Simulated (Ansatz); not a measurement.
Geometry optimisation, RHF/def2-SVP in Ansatz.

input.yaml

```yaml
crystal:
  periodic: [false, false, false]
  atoms:
    - { symbol: C, position_ang: [-0.6492, 0.344, -0.6787] }
    - { symbol: "N", position_ang: [-0.1126, 1.0241, 0.4317] }
    - { symbol: Sn, position_ang: [0.7758, -0.8611, 0.0795] }
    - { symbol: H, position_ang: [-0.15025, 2.04623, 0.24345] }
    - { symbol: H, position_ang: [-0.4369, 0.8951, -1.657] }
    - { symbol: H, position_ang: [-0.7378, 0.9144, 1.257] }
    - { symbol: H, position_ang: [2.4849, -0.566, -0.4098] }
    - { symbol: H, position_ang: [0.4396, -1.8779, 1.4406] }
basis:
  gaussian: { orbitals: def2-SVP }
hamiltonian:
  xc: hf
relax:
  f_tol: 0.02
  max_steps: 50
```

Command:

```bash
$ ansatz run input.yaml --threads 1 --pin off --max-ram 2048MiB --backend cpu --events-out ev --progress --plain --runs-dir out
```

Where does it end, and by what steps?

The run converged. After 26 steps the energy has fallen by 3.507 eV; Sn3 moved furthest, 0.86 Å. Parted: N2–Sn3.

```csv
step,energy less start (eV),largest force component (eV/Å),accepted
0,0.0000,4.340,yes
1,-1.0014,2.322,yes
2,-1.2981,1.504,yes
3,-1.4435,1.233,yes
4,-1.7468,2.145,yes
5,-2.0289,2.606,yes
6,-2.2624,0.463,yes
7,-2.3563,0.824,yes
8,-2.5020,1.167,yes
9,-2.7326,2.328,yes
10,-2.9883,2.637,yes
11,-3.1895,2.095,yes
12,-3.3277,1.181,yes
13,-3.3948,0.706,yes
14,-3.3984,0.456,yes
15,-3.4560,0.492,yes
16,-3.4734,0.441,yes
17,-3.4877,0.296,yes
18,-3.4947,0.117,yes
19,-3.5005,0.114,yes
20,-3.5045,0.151,yes
21,-3.5057,0.103,yes
22,-3.5064,0.078,yes
23,-3.5069,0.042,yes
24,-3.5070,0.031,yes
25,-3.5070,0.059,no
26,-3.5071,0.005,yes
```

```xyz
8
Properties=species:S:1:pos:R:3
C -0.052 0.529 -0.540
N -0.553 1.246 0.404
Sn 0.726 -1.666 -0.232
H -0.938 2.164 0.268
H -0.095 1.033 -1.507
H -0.551 0.894 1.347
H 2.349 -1.028 -0.540
H 0.729 -1.254 1.507
```

Run time: 97 s on 1 thread of Arm Neoverse N1, with other jobs on the host, peak memory 0.15 GiB.
